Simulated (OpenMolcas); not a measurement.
# Cr4+: effect of the metal basis

Cr4+ with its 6 nearest fluoride ions at 1.84 Å, on the Ge site of Cs2GeF6 (a = 9.021 Å, distance in the model lattice 1.804 Å). The rest of the host is ab initio model potentials to 7.6 Å and point charges beyond; the distance is set by hand and nothing relaxes.

* Program: OpenMolcas 26.06
* Method: CASSCF
* Spin-orbit coupling: RASSI with atomic mean-field integrals over the reference wave functions

Fixed: ligand basis ANO-RCC-VDZP, active space 2 electrons in 5 orbitals (3d), DKH2 Hamiltonian.

States (labels of O, the rotations of Oh). Energies in cm-1 above the lowest state or level, χT in cm3 K/mol; under a threefold ground state the first gap can be a small split of the lowest multiplet, not the spin-orbit step; 10Dq and B are least-squares fits to the states below 45000 cm-1, weighted by degeneracy, with a free offset, and given where the rms deviation is under 5 % of |10Dq| (or 100 cm-1) and under 700 cm-1.

| Run | Metal basis | Ground state | First state of that spin | 10Dq | B (rms of fit) | First gap with spin-orbit (degeneracies) | χT at 300 K | First state of another spin | Cost |
| --- | --- | --- | --- | --- | --- | --- | --- | --- | --- |
| A | ANO-RCC-VDZP | 3T1 | 3T2 19180 | 20539 | 1025 (384) | 6.8 (2, 3) | 0.721 | 1T2 14847 | roughly 7 core-seconds |
| B | ANO-RCC-VTZP | 3T1 | 3T2 18524 | 19902 | 1035 (361) | 6.9 (2, 3) | 0.729 | 1T2 15030 | roughly 19 core-seconds |

Against A, |10Dq| changes by -3.1 % in B.

Costs are those of the RASSCF and RASSI steps.

An orbital triplet at a regular site is open to Jahn-Teller coupling, which can distort the site and quench the lowest spin-orbit gaps and is left out. Without dynamic correlation the repulsion within the d shell is too large (B by tens of per cent), so at a given field states of lower spin stand too high. Ligand-to-metal charge-transfer states are missing. With no ligand orbital active B as a rule stays too high, so bands that hang on it stand too high and its fall with covalency is understated. With metal d orbitals alone and no dynamic correlation 10Dq can be off by a tenth to a fifth, either way, in oxide and fluoride hosts. The least metal-like active orbital is 80 % on the metal (Löwdin) and no ligand orbital is active, so the numbers are rough (holds for A). The least metal-like active orbital is 81 % on the metal (Löwdin) and no ligand orbital is active, so the numbers are rough (holds for B). No measured value stands beside these numbers; the geometry was set by hand and not optimised.
